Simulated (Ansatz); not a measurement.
Q: Name a neutral molecule of Al, C, S and H with size of the dipole moment (B3LYP/def2-TZVPP) between 2.45 and 2.75 D and HOMO energy (B3LYP/def2-TZVPP) between -7.20 and -6.90 eV (Ansatz, PBE0-D4/def2-TZVP geometry).

A: `[CH3][Al]([SH])[SH]` (2.60 D, -7.19 eV). Other molecules can fit too; these were computed, each in one conformer that needn't be the lowest.

B3LYP here is the variant with VWN-RPA as its local correlation; programs differ in this.
